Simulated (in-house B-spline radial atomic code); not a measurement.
Total energies of neutral atoms against the large-Z expansion E = -0.768745 Z^(7/3) + Z²/2 - 0.269900 Z^(5/3) hartree (Thomas-Fermi, Scott, and Dirac-Schwinger terms). The Hartree-Fock values are computed with an all-electron radial atomic-structure program (B-spline basis): non-relativistic, point nucleus, average of the ground configuration.

| atom | Thomas-Fermi | three terms | Hartree-Fock | three terms less HF |
| --- | --- | --- | --- | --- |
| Ti | -1042.56 | -847.18 | -848.370 | 1.19 |
| V | -1156.50 | -942.21 | -942.804 | 0.59 |
| Cr | -1277.25 | -1043.14 | ? | ? |
| Mn | -1404.89 | -1150.08 | -1149.626 | -0.45 |
| Fe | -1539.53 | -1263.11 | -1262.291 | -0.82 |
| Co | -1681.25 | -1382.33 | -1381.308 | -1.02 |
| Ni | -1830.14 | -1507.82 | -1506.816 | -1.01 |
| Cu | -1986.30 | -1639.68 | -1638.964 | -0.71 |
| Zn | -2149.80 | -1777.98 | -1777.848 | -0.13 |
| Ga | -2320.74 | -1922.81 | ? | ? |

(1) What is the Hartree-Fock energy of Ga?

(2) What is the Hartree-Fock energy of Cr?

(3) How good is each level?

Answers

(1) -1923.261 hartree; the three-term formula lies 0.46 hartree (0.02 %) above it.

(2) -1043.142 hartree; the three-term formula lies 0.00 hartree (0.00 %) below it.

(3) Over these atoms Thomas-Fermi alone overbinds by 20.7 to 22.9 %, and the three-term formula is within 0.15 %; what remains oscillates with the shell structure.
